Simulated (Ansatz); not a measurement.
Geometry optimisation, Ansatz 0.2.0, RKS PBE-D4/def2-SVP.

Input file:

```yaml
crystal:
  periodic: [false, false, false]
  atoms:
    - { symbol: "N", position_ang: [-0.8684, 0.1368, 1.2389] }
    - { symbol: Si, position_ang: [0.2916, -0.5431, 0.2744] }
    - { symbol: O, position_ang: [1.54868, -0.90048, 1.42977] }
    - { symbol: C, position_ang: [2.00805, -0.32093, 0.38646] }
    - { symbol: O, position_ang: [3.00216, 0.25348, -0.04874] }
    - { symbol: H, position_ang: [-1.7065, 0.4268, 0.6251] }
    - { symbol: H, position_ang: [-0.533, 1.0848, 1.5444] }
    - { symbol: H, position_ang: [-0.22088, -1.88695, -0.18831] }
basis:
  gaussian: { orbitals: def2-SVP }
hamiltonian:
  xc: pbe
  dispersion: d4
relax:
  f_tol: 0.015
  max_steps: 40
```

Command:

```bash
$ ansatz run input.yaml --threads 1 --pin off --max-ram 2048MiB --backend cpu --events-out ev --progress --plain --runs-dir out
```

**Question.** Where does it end, and by what steps?

**Answer.** The forces met the threshold. After 13 steps the energy has fallen by 1.142 eV; H6 moved furthest, 0.60 Å.

```tsv
step	energy less start (eV)	largest force component (eV/Å)	accepted
0	0.0000	4.537	yes
1	-0.7342	2.346	yes
2	-1.0228	0.593	yes
3	-1.0655	0.578	yes
4	-1.0967	0.481	yes
5	-1.1194	0.268	yes
6	-1.1333	0.293	yes
7	-1.1384	0.247	yes
8	-1.1313	0.359	no
9	-1.1403	0.096	yes
10	-1.1417	0.051	yes
11	-1.1419	0.018	yes
12	-1.1419	0.024	yes
13	-1.1420	0.007	yes
```

```xyz
8
Properties=species:S:1:pos:R:3
N -0.906 0.401 0.953
Si 0.313 -0.619 0.333
O 1.699 -1.079 1.366
C 2.130 -0.251 0.356
O 3.216 0.190 0.104
H -1.870 0.092 1.093
H -0.716 1.314 1.368
H -0.345 -1.797 -0.311
```

Whether the end is a true minimum wasn't checked by a vibrational analysis.

The run took 100 s on 1 CPU thread of a shared host.
